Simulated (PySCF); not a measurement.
From a computed spectrum to the compound

A species of 9 atoms with charge 1 has these harmonic modes (PBE0, small Gaussian bases with core potentials, PySCF 2.14.0):

```json
{"cm⁻¹": "48", "km/mol": "0.0", "symmetry": "a"}
{"cm⁻¹": "60", "km/mol": "0.1", "symmetry": "b"}
{"cm⁻¹": "116", "km/mol": "0.6", "symmetry": "a"}
{"cm⁻¹": "298", "km/mol": "0.0", "symmetry": "a"}
{"cm⁻¹": "316", "km/mol": "30.2", "symmetry": "b"}
{"cm⁻¹": "352", "km/mol": "7.9", "symmetry": "b"}
{"cm⁻¹": "436", "km/mol": "0.1", "symmetry": "a"}
{"cm⁻¹": "452", "km/mol": "127.2", "symmetry": "b"}
{"cm⁻¹": "479", "km/mol": "43.2", "symmetry": "a"}
{"cm⁻¹": "1154", "km/mol": "9.3", "symmetry": "b"}
{"cm⁻¹": "1158", "km/mol": "4.0", "symmetry": "a"}
{"cm⁻¹": "1370", "km/mol": "10.1", "symmetry": "b"}
{"cm⁻¹": "1373", "km/mol": "23.0", "symmetry": "a"}
{"cm⁻¹": "1382", "km/mol": "0.2", "symmetry": "a"}
{"cm⁻¹": "1382", "km/mol": "28.5", "symmetry": "b"}
{"cm⁻¹": "2996", "km/mol": "9.0", "symmetry": "b"}
{"cm⁻¹": "2998", "km/mol": "4.7", "symmetry": "a"}
{"cm⁻¹": "3094", "km/mol": "0.0", "symmetry": "a"}
{"cm⁻¹": "3094", "km/mol": "3.6", "symmetry": "b"}
{"cm⁻¹": "3114", "km/mol": "0.0", "symmetry": "b"}
{"cm⁻¹": "3118", "km/mol": "0.1", "symmetry": "a"}
```

Task: Which species is it, and in which structure?

Result: [Ce(CH3)2]+ (singlet in the valence; each metal's 4f electrons, 1 of them, lie in its core potential, out of spins and levels):
```xyz
9

Ce    0.0000    0.0000   -0.2650
C     1.8579   -0.1422    1.1833
H     2.6507    0.5887    0.9267
H     1.5719    0.0363    2.2369
H     2.3277   -1.1460    1.1429
C    -1.8579    0.1422    1.1833
H    -2.6507   -0.5887    0.9267
H    -1.5719   -0.0363    2.2369
H    -2.3277    1.1460    1.1429
```
Ideal gas at 298.15 K and 1 bar: S = 359.0 J/(mol K), Cp = 99.2 J/(mol K), H − H(0 K) = 21.4 kJ/mol (rigid rotor, harmonic modes, spin degeneracy alone, that of the 4f electrons in the core included; the modes under 60 cm⁻¹ make these uncertain). An lcecp potential fixes the number of 4f electrons, so in runs with it no electron can move into or out of that shell.
 Other answers can fit too; this one was computed.
